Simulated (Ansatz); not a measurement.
Reaction (substitution at a C–S bond): `C[S][Al]([F])[SiH3]` + `[F][Mg][SH]` → `C[S][Mg][F]` + `[F][Al]([SiH3])[SH]`

Isolated molecules relaxed with PBE0-D4/def2-TZVP in Ansatz; ΔE leaves out vibrations. CBS: MP2 limit from def2 TZ/QZ plus the TZ coupled-cluster correction, frozen cores. Functionals use def2-TZVPP. B3LYP here is the variant with VWN-RPA as its local correlation; programs differ in this. For Mg outer-core shells are correlated without core-valence functions, which leaves a few kJ/mol of doubt a bond. One conformer a species, not always the lowest.

`C[S][Al]([F])[SiH3]`:

Cartesian coordinates in Å:
```
C 0.464 1.053 1.761
S 1.719 -0.218 1.403
Al 0.957 -1.095 -0.424
F 1.855 -2.331 -1.051
Si -1.079 -0.438 -1.608
H -0.300 1.112 0.985
H -0.013 0.817 2.711
H 0.963 2.018 1.837
H -1.635 0.851 -1.111
H -2.129 -1.480 -1.439
H -0.803 -0.290 -3.063
```

`[F][Mg][SH]`:

```xyz
4

F     1.456    1.508   -1.346
Mg    0.478    0.292   -0.555
S    -0.786   -1.312    0.451
H    -1.148   -0.487    1.450
```

`C[S][Mg][F]`:

Cartesian coordinates in Å:
```
C 1.042 0.160 0.574
S 0.589 -0.293 -1.139
Mg -1.686 -0.305 -1.108
F -3.438 -0.314 -1.083
H 0.690 -0.576 1.297
H 2.131 0.181 0.614
H 0.673 1.148 0.845
```

`[F][Al]([SiH3])[SH]`:

Cartesian coordinates in Å:
```
F -0.498 -1.482 -1.749
Al 0.053 -0.201 -0.863
Si -0.356 -0.102 1.537
S 1.135 1.342 -1.953
H 0.269 -1.268 2.221
H 0.216 1.146 2.113
H -1.817 -0.127 1.819
H 0.998 0.693 -3.124
```

**Question.** Is it downhill or uphill in electronic energy at CCSD(T)/CBS, and by how much? (An estimate is asked.)

**Answer.** The calculation gave: Uphill: ΔE = +11.7 kJ/mol.

**Question.** What do these levels give: B3LYP-D4, ωB97M-V, HF/def2-TZVPP, CCSD(T)/def2-TZVPP, SCS-MP2/def2-QZVPP, HF/CBS(def2)? (Best estimate.)

**Answer.** The calculation gave: B3LYP-D4 11.2, ωB97M-V 11.6, HF/def2-TZVPP 6.9, CCSD(T)/def2-TZVPP 11.2, SCS-MP2/def2-QZVPP 10.4, HF/CBS(def2) 7.7 kJ/mol.

Largest T1 diagnostic among the species: 0.013.

In def2-TZVPP, CCSD(T) changes the Hartree–Fock value by +4.3 kJ/mol (the triples alone add +0.9 kJ/mol) and MP2 by +4.3 kJ/mol. The D4 term adds +3.4 kJ/mol with B3LYP and +2.1 kJ/mol with PBE0; it sums over pairs of atoms, weighted by their polarisabilities, and B3LYP, whose exchange is more repulsive, gets the larger term.
